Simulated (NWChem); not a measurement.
System: CH3FOSi; SMILES O=C[SiH2]F

```xyz
7

O      0.0822    -2.0847     0.0000
C     -0.5361    -1.0482     0.0000
Si     0.4674     0.5904     0.0000
F     -0.5518     1.8581     0.0000
H     -1.6616    -1.0514     0.0000
H      1.3007     0.6366    -1.2307
H      1.3007     0.6366     1.2307
```
Atoms are numbered in this order, from 1.

Program: NWChem. Pople sets run with spherical d functions. Geometry: optimised at PBE0/def2-SVP. Vzz is the largest principal value of the second derivative of the potential at the nucleus (NWChem prints the opposite sign); η is the asymmetry. Non-relativistic.

**Question.** Estimate the computed values for CAM-B3LYP/6-31G*. Quantities: Vzz O1 (a.u.); η O1.

**Answer.** 
```json
{
  "Vzz O1 (a.u.)": "-2.042",
  "η O1": "0.59"
}
```
